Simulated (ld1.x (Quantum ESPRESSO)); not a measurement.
# u(r) = r·R(r): atom against pseudo-atom (Tl)

Columns: radius, all-electron u(r) and pseudo u(r) of the 5p shell (level -76.09 eV) of thallium in the configuration [Kr] 4d10 4f14 5s2 5p6 5d10 6s2 6p1; PBEsol, scalar-relativistic, PAW scheme, ld1.x (Quantum ESPRESSO) 7.5.

| r (bohr) | all-electron | pseudo |
| --- | --- | --- |
| 0.110 | -0.3890 | -0.0317 |
| 0.220 | 0.1455 | -0.1224 |
| 0.330 | 0.6441 | -0.2596 |
| 0.440 | 0.3027 | -0.4245 |
| 0.550 | -0.3025 | -0.5953 |
| 0.660 | -0.7951 | -0.7500 |
| 0.770 | -1.0774 | -0.8700 |
| 0.880 | -1.1760 | -0.9426 |
| 0.990 | -1.1493 | -0.9625 |
| 1.100 | -1.0514 | -0.9321 |
| 1.210 | -0.9215 | -0.8603 |
| 1.320 | -0.7843 | -0.7605 |
| 1.430 | -0.6537 | -0.6480 |
| 1.540 | -0.5367 | -0.5363 |
| 1.650 | -0.4356 | -0.4357 |
| 1.760 | -0.3505 | -0.3505 |
| 1.870 | -0.2802 | -0.2802 |
| 1.980 | -0.2228 | -0.2228 |
| 2.090 | -0.1764 | -0.1764 |
| 2.200 | -0.1392 | -0.1392 |
| 2.310 | -0.1095 | -0.1095 |
| 2.420 | -0.0859 | -0.0859 |
| 2.530 | -0.0673 | -0.0673 |
| 2.640 | -0.0527 | -0.0527 |
| 2.750 | -0.0411 | -0.0411 |
| 2.860 | -0.0321 | -0.0321 |

Q: How many radial nodes do the two functions have?

A: The all-electron 5p function has n − l − 1 = 3 (the table is too coarse to show those close to the nucleus); the pseudo-wave has 0, since the states of the same l below it are removed with the core.

Q: At about which radius was the pseudo-wave matched?

A: 1.75 bohr. The columns agree to 0.0005 from 1.54 bohr on; several derivatives are matched, so the curves merge somewhat inside the radius.

Q: Is the pseudo-wave norm-conserving?

A: No, it belongs to a PAW set: the norm inside the radius is not constrained, and the difference is carried by the augmentation charge.
